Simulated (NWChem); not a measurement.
Molecule: BeHSeI; SMILES [SeH][Be][I]

```xyz
4

Be     0.0033     0.4788     0.0000
I      0.0091    -1.6944     0.0000
Se     0.0280     2.5104     0.0000
H     -1.4465     2.5324     0.0000
```
Atoms are numbered in this order, from 1.

Computed with NWChem. Coordinates come from a PBE0/def2-SVP optimisation. def2 effective core potentials on I; no spin-orbit coupling. Vertical excitations in the gas phase; the lowest state need not have the same character in each row.

```json
[
 {"level": "PBE/def2-SVP, full TDDFT", "lowest excitation, singlet (eV)": "4.27", "oscillator strength of that lowest state": "0.000", "orbital gap (eV)": "4.24"},
 {"level": "B3LYP/def2-SVP, full TDDFT", "lowest excitation, singlet (eV)": "4.58", "oscillator strength of that lowest state": "0.000", "orbital gap (eV)": "5.72"},
 {"level": "Hartree-Fock/def2-SVP, TDHF", "lowest excitation, singlet (eV)": "___", "oscillator strength of that lowest state": "0.001", "orbital gap (eV)": "___"},
 {"level": "PBE0/def2-SVP, full TDDFT", "lowest excitation, singlet (eV)": "4.69", "oscillator strength of that lowest state": "0.000", "orbital gap (eV)": "6.13"}
]
```

### Question
What belongs in the gaps?

### Answer

- Hartree-Fock/def2-SVP, TDHF, lowest excitation, singlet (eV): 5.65
- Hartree-Fock/def2-SVP, TDHF, orbital gap (eV): 11.57
